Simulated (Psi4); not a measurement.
C6H11O2 (SMILES [CH2]CCCOC(C)=O), doublet, geometry from GFN2-xTB. Base run: MP2/STO-3G (Psi4).

Here is a job for Psi4.
```
memory 2 GB

molecule {
0 2
C    -3.85807020    0.95967222   -0.37650342
C    -2.72379607    0.02789644   -0.49555616
C    -1.39761999    0.64685582   -0.06119054
C    -0.25058292   -0.34322575   -0.19481689
O     0.95414043    0.29651878    0.22769156
C     2.05926239   -0.45553238    0.23387704
C     3.24508912    0.32972990    0.72954954
O     2.08017313   -1.60963750   -0.10279019
H    -4.84320800    0.64269278   -0.65596761
H    -3.71897749    1.95634279   -0.01046028
H    -2.63802306   -0.32814218   -1.53343044
H    -2.91680053   -0.87654340    0.10142949
H    -1.46450970    0.97202389    0.97819619
H    -1.18084832    1.52369226   -0.67324169
H    -0.12987024   -0.67491334   -1.23287639
H    -0.41651639   -1.23223889    0.42498240
H     3.09795120    1.38880713    0.54418736
H     3.34243878    0.16887191    1.80158139
H     4.14816110   -0.02802071    0.24423123
}

set {
  basis sto-3g
  reference uhf
  freeze_core true
}

energy('mp2')
print_variables()
```

The base run was repeated with changes; each row names its change, and settings that it needs were set with it.

```csv
change,basis functions,E (Eh),MP2 correlation (Eh),core-seconds (rough)
base,51,-378.86922,-0.38582,5
basis = 3-21G,94,-381.93163,-0.75602,6
basis = 6-31G,94,-383.89524,-0.75989,5
basis = def2-SV(P),[?],[?],[?],8
basis = cc-pVDZ,167,-384.51077,-1.16998,10
basis = pcseg-1,167,-384.38143,-1.17385,10
basis = def2-SVP,167,-384.19362,-1.16675,10
basis = 6-31+G*,174,-384.43467,-1.11441,10
basis = 6-31G**,[?],[?],[?],10
basis = 6-311G**,210,-384.65213,-1.24248,20
"basis = 6-311+G(2d,p)",[?],[?],[?],30
basis = aug-pcseg-1,[?],[?],[?],20
basis = def2-TZVP,314,-384.88003,-1.41753,30
```

**Question.** Complete the blanks.

**Answer.** 
- basis = def2-SV(P), basis functions: 134
- basis = def2-SV(P), E (Eh): -384.08350
- basis = def2-SV(P), MP2 correlation (Eh): -1.08870
- basis = 6-31G**, basis functions: 175
- basis = 6-31G**, E (Eh): -384.49952
- basis = 6-31G**, MP2 correlation (Eh): -1.17061
- basis = 6-311+G(2d,p), basis functions: 282
- basis = 6-311+G(2d,p), E (Eh): -384.74379
- basis = 6-311+G(2d,p), MP2 correlation (Eh): -1.31593
- basis = aug-pcseg-1, basis functions: 283
- basis = aug-pcseg-1, E (Eh): -384.45226
- basis = aug-pcseg-1, MP2 correlation (Eh): -1.21643

Totals compare only among sets that treat the same electrons; sets with core potentials leave the core out.

Open shells are given as the SCF converged; they aren't shown to be the lowest states, and a large step between rows can be another state.
